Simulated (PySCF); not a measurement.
C₂H₈Ge, SMILES C[CH2][GeH3]. The structure is a stationary point at B3LYP-D3(BJ)/def2-SVP.

Method: PySCF 2.14.0 with B3LYP-D3(BJ)/def2-SVP.

Harmonic wavenumbers (cm⁻¹): 116, 220, 225, 487, 514, 611, 740, 837, 887, 890, 979, 984, 1052, 1246, 1250, 1400, 1441, 1475, 1477, 2114, 2116, 2121, 3020, 3041, 3085, 3094, 3107. Rotational constants (GHz): 22.27, 3.507, 3.278; symmetry number 1.

Work out the zero-point energy and the ideal-gas rigid-rotor harmonic-oscillator thermochemistry at 298.15 K and 1 atm.

ZPE = ½ Σ hcν = ½ × 38531 cm⁻¹ = 230.47 kJ/mol. H − E(el) = 247.73 kJ/mol. Entropy in J/(mol K): translation 166.75, rotation 103.11, vibration 41.55, total 311.41. G − E(el) = 154.89 kJ/mol. Cp = 88.85 J/(mol K). Modes under 150 cm⁻¹ make the vibrational entropy uncertain.
